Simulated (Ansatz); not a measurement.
**Ligand exchange: C3H9B + Ta(OH)3O → C2H7BO + Ta(CH3)(OH)2O**

Gas-phase species: C3H9B `CBCC`, singlet; Ta(OH)3O, singlet; C2H7BO `CCBO`, singlet; Ta(CH3)(OH)2O, singlet. The partners trade CH3 for OH: B–CH3 and Ta–OH bonds give way to B–OH and Ta–CH3.

Shapes, held fixed at every level: PBE0-D4/def2-TZVP. Flexible molecules stand in one conformer, not always the lowest. Programs: Ansatz 0.2.0. The zero-point and thermal change to 298 K, harmonic and unscaled (PBE0-D4/def2-TZVP), is +6.4 kJ/mol.

```json
{"level": "SPW92/def2-TZVPP", "kind": "LDA", "ΔH(298 K) (kJ/mol)": "-28.3", "less CCSD(T)/def2-TZVPP": "+2.9"}
{"level": "PBE-D4/def2-TZVPP", "kind": "GGA", "ΔH(298 K) (kJ/mol)": "-26.1", "less CCSD(T)/def2-TZVPP": "+5.1"}
{"level": "wB97M-V/def2-TZVPP", "kind": "range-separated hybrid", "ΔH(298 K) (kJ/mol)": "-24.8", "less CCSD(T)/def2-TZVPP": "+6.4"}
{"level": "B2PLYP/def2-TZVPP", "kind": "double hybrid", "ΔH(298 K) (kJ/mol)": "-25.4", "less CCSD(T)/def2-TZVPP": "+5.8"}
{"level": "MP2/def2-TZVPP", "kind": "perturbation theory", "ΔH(298 K) (kJ/mol)": "-27.5", "less CCSD(T)/def2-TZVPP": "+3.7"}
{"level": "CCSD(T)/def2-SVP", "kind": "coupled cluster or CI", "ΔH(298 K) (kJ/mol)": "-42.9", "less CCSD(T)/def2-TZVPP": "-11.7"}
{"level": "CCSD/def2-SVP", "kind": "coupled cluster or CI", "ΔH(298 K) (kJ/mol)": "-41.7", "less CCSD(T)/def2-TZVPP": "-10.5"}
{"level": "CCSD(T)/def2-TZVPP", "kind": "coupled cluster or CI", "ΔH(298 K) (kJ/mol)": "-31.2", "less CCSD(T)/def2-TZVPP": "0.0"}
```

The highest level, CCSD(T)/def2-TZVPP, gives ΔH(298 K) = -31.2 kJ/mol; the levels span -42.9 to -24.8. The column of differences is taken from that level and isn't an error. No measured value is set beside it here. For atoms past krypton def2 sets carry core potentials with scalar relativity. Outer-core shells of Ta are correlated, in sets that cover them unevenly.
